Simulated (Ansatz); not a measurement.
Wavefunction ladder for C2H8AlNS

| atom | x (Å) | y (Å) | z (Å) |
| --- | --- | --- | --- |
| C1 | 0.0414 | 0.9341 | -1.3424 |
| C2 | -0.3360 | -0.1619 | -0.4297 |
| N3 | -1.5067 | -0.6879 | -0.5782 |
| Al4 | 0.7417 | -0.8773 | 1.1912 |
| S5 | 0.7009 | 0.9232 | 2.5431 |
| H6 | -0.7214 | 1.2002 | -2.0821 |
| H7 | 0.2829 | 1.8084 | -0.7302 |
| H8 | 0.9708 | 0.6629 | -1.8519 |
| H9 | -1.7829 | -1.4326 | 0.0553 |
| H10 | -2.1764 | -0.3846 | -1.2789 |
| H11 | 2.1876 | -1.3127 | 0.6677 |
| H12 | -0.3367 | -2.0000 | 1.6346 |
| H13 | 1.9347 | 1.3283 | 2.2015 |

Total charge 0; spin multiplicity 1. The bonds changed during the relaxation, so this is another structure than the one it started from. All single points use the PBE0-D4/def2-TZVP geometry. It is one conformer, not always the lowest. Frozen core, restricted reference, Ansatz. CBS rows extrapolate triple and quadruple zeta; past MP2 they add the triple-zeta difference.

```csv
basis,HF (Eh),MP2 corr.,CCSD corr.,(T),CCSD(T) total
def2-SVP,-774.01560,-0.64087,-0.70880,-0.02105,-774.74545
def2-TZVPP,-774.38996,-0.80691,-0.86975,-0.03581,-775.29552
def2-QZVPP,-774.41475,-0.86599,–,–,–
CBS(def2),-774.41816,-0.90974,-0.97258,as TZ,-775.42655
```
